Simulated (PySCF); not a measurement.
## Molecular orbitals of CaCl

B3LYP at R = 2.435 Å; basis Ca x2c-TZVPPall, Cl x2c-TZVPPall; spin-free X2C with a Gaussian nucleus; PySCF 2.14. State: ²Σ⁺ (doublet), unpaired electrons σ ↑. Only the outer orbitals are listed, counted within each symmetry.

```tsv
spin	orbital	occ.	ε (eV)	on Ca (%)	main shells (%)
α	3π	1	-29.82	100	100 Ca p
α	3π	1	-29.82	100	100 Ca p
α	8σ	1	-29.76	99	99 Ca p
α	9σ	1	-20.36	3	97 Cl s
α	10σ	1	-8.30	10	90 Cl p
α	4π	1	-7.71	6	94 Cl p
α	4π	1	-7.71	6	94 Cl p
α	11σ	1	-4.33	98	82 Ca s, 13 Ca p
α	5π	0	-1.39	100	73 Ca p, 27 Ca d
α	5π	0	-1.39	100	73 Ca p, 27 Ca d
α	12σ	0	-1.13	98	52 Ca d, 44 Ca p
β	3π	1	-29.75	100	100 Ca p
β	3π	1	-29.75	100	100 Ca p
β	8σ	1	-29.61	99	99 Ca p
β	9σ	1	-20.33	3	97 Cl s
β	10σ	1	-8.23	9	90 Cl p
β	4π	1	-7.70	6	94 Cl p
β	4π	1	-7.70	6	94 Cl p
β	11σ	0	-2.59	99	87 Ca s
β	5π	0	-0.75	100	72 Ca p, 28 Ca d
β	5π	0	-0.75	100	72 Ca p, 28 Ca d
```

Question: Which are the highest filled and the lowest empty level, where do they sit, and how wide is the gap?

Answer: Highest filled α 11σ at -4.33 eV (in %: 82 Ca s, 13 Ca p); lowest empty β 11σ at -2.59 eV (in %: 87 Ca s); the gap at B3LYP is 1.74 eV.

- bond order (Mayer): 0.83
- ⟨S²⟩: 0.750
- charge on Ca (Mulliken, basis-dependent): 0.55
- charge on Ca (Löwdin, basis-dependent): 0.18
- dipole moment (positive dipole means Ca(−)Cl(+)): -4.19 D
- polarisability along the bond: 113.5 bohr³
- polarisability across the bond: 135.0 bohr³

The state is the lowest determinant that a PBE0 search found; another state may lie lower at other levels.
